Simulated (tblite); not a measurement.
Compound: C6H13BSi.
Bonds: C1–C2 (triple), C2–B3, B3–C4, C4–C5, C5–C6, C5–C7, C5–Si8. Hydrogens: H9 on C1; H10 on B3; H11, H12 on C4; H13, H14, H15 on C6; H16, H17, H18 on C7; H19, H20, H21 on Si8.

Computed with GFN2-xTB (tblite), gas phase: L-BFGS steps from a force-field or distance-geometry start until the largest atomic force falls under 0.01 eV/Å.

Step 4: E = -607.9645 eV
```
atom  x, y, z in Å  |  force x, y, z in eV/Å
C1      4.1947    0.7570   -0.3749    0.714  -0.006  -0.100
C2      3.0001    0.8611   -0.3495   -0.489   0.078  -0.057
B3      1.5234    0.8814   -0.1190    0.030  -0.158   0.251
C4      0.6926   -0.4260   -0.3162   -0.198  -0.101   0.141
C5     -0.7634   -0.3393    0.1689    0.041   0.108   0.022
C6     -1.3737   -1.7360    0.0837    0.074   0.097  -0.013
C7     -0.8142    0.1558    1.6152   -0.006  -0.019  -0.040
Si8    -1.7402    0.9739   -0.8085    0.057  -0.083  -0.019
H9      5.2425    0.6855   -0.4139    0.058  -0.003  -0.016
H10     1.0362    1.7169    0.5242    0.214   0.456  -0.093
H11     1.2110   -1.1321    0.3489    0.033  -0.170  -0.042
H12     0.7241   -0.8975   -1.3019    0.057   0.158  -0.028
H13    -0.6480   -2.4708    0.4203    0.002  -0.182   0.097
H14    -1.6391   -1.9688   -0.9423   -0.094  -0.132  -0.069
H15    -2.2528   -1.8134    0.7162   -0.140  -0.052  -0.120
H16    -1.7623   -0.1278    2.0570   -0.047  -0.050   0.197
H17     0.0045   -0.2341    2.2122    0.007  -0.113   0.114
H18    -0.7665    1.2391    1.6284    0.096   0.078   0.268
H19    -0.9921    2.2296   -0.7178   -0.084   0.028  -0.191
H20    -1.8847    0.4937   -2.1733   -0.107   0.063  -0.212
H21    -3.0010    1.1688   -0.1034   -0.217   0.004  -0.088
```

Step 5: E = -608.0020 eV
```
atom  x, y, z in Å  |  force x, y, z in eV/Å
C1      4.1981    0.7600   -0.3800    0.407   0.005  -0.076
C2      3.0013    0.8665   -0.3578   -0.180  -0.052   0.021
B3      1.5341    0.8648   -0.0886   -0.153   0.136   0.027
C4      0.6849   -0.4269   -0.3108    0.194  -0.057   0.098
C5     -0.7619   -0.3346    0.1670   -0.150  -0.084   0.035
C6     -1.3689   -1.7336    0.0835   -0.043  -0.180   0.002
C7     -0.8147    0.1524    1.6077   -0.004   0.185   0.461
Si8    -1.7422    0.9733   -0.8128   -0.050  -0.065  -0.041
H9      5.2435    0.6847   -0.4135    0.147   0.014  -0.048
H10     1.0505    1.7405    0.5109    0.221   0.283  -0.061
H11     1.2130   -1.1379    0.3430   -0.050  -0.216   0.001
H12     0.7255   -0.8906   -1.3006    0.040   0.192  -0.022
H13    -0.6465   -2.4834    0.4267   -0.178   0.083  -0.010
H14    -1.6465   -1.9741   -0.9411    0.030  -0.088  -0.013
H15    -2.2602   -1.8164    0.7050   -0.009  -0.003  -0.099
H16    -1.7589   -0.1284    2.0696   -0.001  -0.038   0.043
H17    -0.0007   -0.2367    2.2190   -0.015  -0.125  -0.020
H18    -0.7608    1.2404    1.6481    0.068  -0.071   0.142
H19    -0.9969    2.2306   -0.7287   -0.077   0.029  -0.175
H20    -1.8901    0.4977   -2.1834   -0.093   0.070  -0.130
H21    -3.0114    1.1687   -0.1090   -0.103  -0.018  -0.137
```

Task: Estimate the geometry and energy of step 6. (The exact step hangs on the optimiser's Hessian estimate; all steps are aligned on step 5, rigid shifts and turns removed.)

Result: E = -608.0195 eV, largest force 0.495 eV/Å
```
atom  x, y, z in Å  |  force x, y, z in eV/Å
C1      4.2019    0.7620   -0.3837    0.128   0.020  -0.058
C2      3.0025    0.8681   -0.3617    0.044  -0.120   0.072
B3      1.5375    0.8587   -0.0725   -0.115   0.256  -0.107
C4      0.6838   -0.4281   -0.3065    0.249  -0.012   0.103
C5     -0.7632   -0.3335    0.1672   -0.152  -0.130   0.100
C6     -1.3677   -1.7350    0.0832   -0.102  -0.203   0.001
C7     -0.8152    0.1529    1.6103   -0.011   0.149   0.472
Si8    -1.7443    0.9721   -0.8159   -0.084  -0.054  -0.046
H9      5.2469    0.6844   -0.4141    0.158   0.024  -0.065
H10     1.0614    1.7568    0.5030    0.200   0.195  -0.039
H11     1.2132   -1.1443    0.3400   -0.078  -0.234   0.020
H12     0.7268   -0.8840   -1.3003    0.038   0.207  -0.013
H13    -0.6483   -2.4888    0.4300   -0.208   0.146  -0.035
H14    -1.6497   -1.9781   -0.9406    0.086  -0.069  -0.007
H15    -2.2641   -1.8181    0.6977    0.010   0.007  -0.060
H16    -1.7573   -0.1293    2.0767   -0.014  -0.029   0.009
H17    -0.0034   -0.2401    2.2223    0.007  -0.135  -0.039
H18    -0.7568    1.2404    1.6604    0.054  -0.075   0.090
H19    -1.0006    2.2314   -0.7370   -0.080   0.015  -0.163
H20    -1.8943    0.5009   -2.1904   -0.082   0.071  -0.079
H21    -3.0181    1.1683   -0.1141   -0.048  -0.029  -0.158
```

The energy changes by -0.0175 eV. The first-order estimate −F·Δx gives -0.0217 eV and the mean of the old and new forces, exact on a quadratic surface, -0.0175 eV. The step makes an angle of 58° with the force vector and moves no atom by more than 0.021 Å.

The cost below is that of the whole relaxation. The run took 1.6 s wall on Arm Neoverse N1, one thread, no GPU, shared host with 64 logical CPUs at a one-minute load of 58.
